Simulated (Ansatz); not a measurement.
Cartesian coordinates in Å:
```
Si 1.6721 0.1432 -1.1030
Ge 0.3595 -1.8227 -0.7899
Ge -1.0383 -1.3281 1.1451
Ge -1.0920 1.1054 1.3169
Ge 0.1576 1.9167 -0.6098
H 2.2607 0.2378 -2.4662
H 2.7739 0.1564 -0.1005
H 1.2070 -3.0899 -0.5828
H -0.5429 -2.0386 -2.0197
H -0.4212 -1.9369 2.4174
H -2.4531 -1.9077 0.9699
H -0.3969 1.5525 2.6161
H -2.5333 1.6438 1.3294
H -0.8105 2.1102 -1.7927
H 0.8575 3.2578 -0.3301
```

Total charge 0; spin multiplicity 1.

List the PBE/def2-TZVPP orbital energies in eV (Ansatz 0.2.0). (An estimate is asked.)

Computed: Occupied: -10804.45, -10804.45, -10804.41, -10804.40, -1779.77, -1337.84, -1337.84, -1337.79, -1337.79, -1191.25, -1191.25, -1191.24, -1191.24, -1191.24, -1191.24, -1191.21, -1191.21, -1191.20, -1191.20, -1191.20, -1191.20, -162.38, -162.38, -162.35, -162.34, -137.52, -113.84, -113.83, -113.82, -113.81, -113.80, -113.80, -113.79, -113.79, -113.77, -113.77, -113.76, -113.76, -94.26, -94.25, -94.24, -29.75, -29.71, -29.70, -29.67, -29.65, -29.64, -29.63, -29.61, -29.59, -29.59, -29.57, -29.57, -29.56, -29.54, -29.53, -29.53, -29.52, -29.52, -29.49, -29.46, -15.13, -13.87, -13.70, -12.03, -11.88, -9.15, -8.91, -8.66, -8.57, -7.93, -7.92, -7.18, -7.14, -6.60, -6.57. Lowest empty: -1.47, -0.93, -0.92, -0.89, -0.81, -0.56, 0.05, 0.10.
